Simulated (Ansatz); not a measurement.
Two shapes of singlet TiO2.

Shape 1:

```xyz
3

Ti   -0.0424    0.0219   -0.3737
O    -0.0202    1.3567    0.5682
O    -0.0139   -1.3736    0.5339
```

Shape 2:

```xyz
3

Ti    0.0000    0.0000   -0.3577
O     0.0000    1.2196    0.4918
O     0.0000   -1.2196    0.4918
```

Basis set: def2-TZVP (spherical functions). Left uncorrelated: 7 orbitals. Charge 0, multiplicity 1.

Computed with Ansatz (development build ahead of 0.2.0); each method stands on the lowest determinant of its kind that the runs found.

Question: Which shape is lower in energy, and by how much in each method?

Answer:

```csv
method,E(2) − E(1) (eV)
RHF,1.071
RHF-MP2,1.952
```

Shape 1 is lower. Caution: no unrestricted run beside it, a lower state can exist; other spin multiplicities were not run.
